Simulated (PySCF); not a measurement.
## Dipole response of Au (gold, neutral)

[Xe] 4f14 5d10 6s1, 2S determinant. Calculation: PySCF 2.14, in aug-cc-pVTZ-PP with one added diffuse shell each of s, p, d, f, g type with ECP60MDF (7s7p6d4f3g, 113 functions); a scalar-relativistic core potential. Coupled (time-dependent) response in atomic units; α is the mean over directions.

```csv
method,mean α (bohr³),C₆ (like pair),S(−4)
r2SCANh,39.26,370.8,689.7
```

S(−4) is the Cauchy moment in α(ω) = α(0) + S(−4) ω² + …

Reference α: 36 ± 3 bohr³ (recommended; Schwerdtfeger and Nagle, table of static dipole polarizabilities (2023 update)). Published C₆: 427.0 (Gould and Bucko (2016)).

α(iu) at r2SCANh:

| u (hartree) | α(iu) (bohr³) |
| --- | --- |
| 0 | 39.26 |
| 0.0500 | 37.64 |
| 0.100 | 33.75 |
| 0.200 | 25.21 |
| 0.300 | 19.12 |
| 0.500 | 12.48 |
| 0.750 | 8.520 |
| 1.00 | 6.339 |
| 1.50 | 3.986 |
| 2.00 | 2.757 |
| 3.00 | 1.543 |
| 5.00 | 0.6730 |

A single London oscillator, α(iu) = α/(1 + u²/ω²), gives C₆ = (3/4) ω α². Matching the computed C₆ needs ω = 4 × 370.8 / (3 × 39.26²) = 0.321 hartree.

Energies and moments cover only the electrons outside the core potential. Spin-orbit coupling, which splits the p, d and f shells strongly at this Z, is absent.
